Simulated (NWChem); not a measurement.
System: ZrO2; SMILES [O]=[Zr]=[O]

Program: NWChem. Coordinates come from a PBE0/def2-SVP optimisation. def2 effective core potentials on Zr; no spin-orbit coupling. Level MN15/def2-SVP: energy and gradient on several grids; changes count from the extra-fine grid, which is no exact limit either.

Question: Which is the coarsest grid (coarse; fine; medium; xfine; xcoarse) from which on the energy stays within 50 μHa and each gradient component within 100 μHa/bohr of xfine?

Answer: medium.
```csv
grid,size of the energy change (μHa),largest change of a gradient component (μHa/bohr)
xcoarse,10000,3000
coarse,200,100
medium,< 10,30
fine,< 10,< 30
xfine,< 10,< 30
```
